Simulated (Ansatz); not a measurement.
Relaxation of ClH$_{5}$InO$_{2}$P (10 atoms, charge 0, multiplicity 1), to a largest force component of 0.03 eV/Å in at most 50 steps.

Level of theory: Ansatz 0.2.0, RKS PBE0-D4/def2-SVP.

```xyz
10
Properties=species:S:1:pos:R:3:forces:R:3
In 0.374 0.708 -0.274 -0.16 -0.04 0.43
O -0.395 0.045 2.734 -0.03 0.79 -0.37
H -1.185 -0.387 2.382 -0.03 0.06 -0.01
O 1.937 -0.184 -1.116 0.04 0.00 0.01
H 1.697 -1.034 -1.505 -0.01 -0.01 -0.01
Cl -1.671 -0.436 -0.654 -0.01 -0.02 0.01
P 0.265 2.794 1.083 0.07 -0.01 -0.07
H 1.648 2.665 1.423 0.01 0.06 -0.02
H 0.510 3.670 -0.016 0.02 0.02 -0.01
H -0.645 0.996 2.765 0.09 -0.86 0.05
```

**Question.** Where does it end, and by what steps?

**Answer.** It converged. After 24 steps the energy has fallen by 0.500 eV; H8 moved furthest, 1.13 Å. Joined: In1–O2 (3.18 → 2.36 Å).

```tsv
step	energy less start (eV)	largest force component (eV/Å)	accepted
0	0.0000	0.855	yes
1	-0.0837	1.428	yes
2	-0.2269	1.288	yes
3	-0.3460	0.538	yes
4	-0.4077	0.500	yes
5	-0.4462	0.239	yes
6	-0.4622	0.179	yes
7	-0.4663	0.291	yes
8	-0.4711	0.220	yes
9	-0.4744	0.041	yes
10	-0.4766	0.142	yes
11	-0.4757	0.336	no
12	-0.4861	0.063	yes
13	-0.4893	0.178	yes
14	-0.4912	0.128	yes
15	-0.4942	0.132	yes
16	-0.4955	0.173	yes
17	-0.4965	0.137	yes
18	-0.4975	0.090	yes
19	-0.4984	0.036	yes
20	-0.4990	0.037	yes
21	-0.4994	0.078	yes
22	-0.4995	0.044	yes
23	-0.4994	0.070	no
24	-0.4997	0.004	yes
```

```xyz
10
Properties=species:S:1:pos:R:3
In 0.418 0.819 0.225
O -0.381 -0.352 2.117
H -1.251 -0.550 1.724
O 1.911 -0.336 -0.421
H 1.582 -1.123 -0.871
Cl -1.749 0.112 -0.573
P 0.661 3.121 1.146
H 1.942 3.293 0.536
H -0.043 3.678 0.033
H -0.555 0.177 2.906
```

Whether the end is a true minimum wasn't checked by a vibrational analysis.

Run time: 49 s on 4 threads of Arm Neoverse V2, on a shared host, peak memory 0.31 GiB.
